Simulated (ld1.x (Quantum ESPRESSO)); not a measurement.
## Ti (Z = 22): PAW pseudisation with revPBE, non-relativistic reference atom.

```
Element                 : Ti (Z = 22)
Generator               : ld1.x (Quantum ESPRESSO) 7.5
Type                    : PAW
Functional              : revPBE
Relativity              : non-relativistic
Frozen core             : [Ne] 3s2
Valence charge          : 10
Reference configuration : 3p6 3d2 4s1.5 4p0.5
Partial waves           : 4s (bound): rcut 2.75, rcutus 3.15 bohr; 4s channel at 0.8 Ry: rcut 2.75, rcutus 3.15 bohr; 3p (bound): rcut 1.50, rcutus 1.80 bohr; 4p (bound): rcut 1.50, rcutus 1.80 bohr; 3d (bound): rcut 1.85, rcutus 2.55 bohr; 3d channel at 3.8 Ry: rcut 1.85, rcutus 2.55 bohr
Local potential         : all-electron potential smoothed inside 1.35 bohr (lloc = -1)
Core correction         : a·sin(br)/r model core, default radius (ld1.x builds one for every PAW set, though the input has nlcc=.false.)
Augmentation charge     : BESSEL, radius 1.45 bohr
```

All-electron outer shells of the reference configuration (revPBE, non-relativistic, ld1.x):

```csv
shell,level (eV),outermost node (bohr),outermost maximum (bohr)
3s,-62.55,0.40,0.88
3p,-39.48,0.37,0.90
3d,-4.99,–,0.97
4s,-4.77,1.25,2.96
4p,-1.78,1.39,3.80
```

Question: Does the potential have ghost states?

Answer: Ghost state, extra bound levels that the all-electron valence spectrum of the same l lacks: s at -203.2 eV (p not tested). A true bound ghost makes a file unfit for plane-wave use.

Question: Is the overlap operator S = 1 + Σ q|β⟩⟨β| positive definite (Bessel basis up to 400 Ry)?

Answer: No: its lowest eigenvalue is -1.726, in the p channel, so the generalised eigenproblem breaks down once the basis is large enough.

Test run stopped at test 1 of 7 (negative rho).

Its overlap operator is not positive definite in a basis up to 400 Ry (lowest eigenvalue p -1.73), so the file is unfit for use: the generalised eigenproblem breaks down once the basis is large enough, and its test numbers describe a broken file.
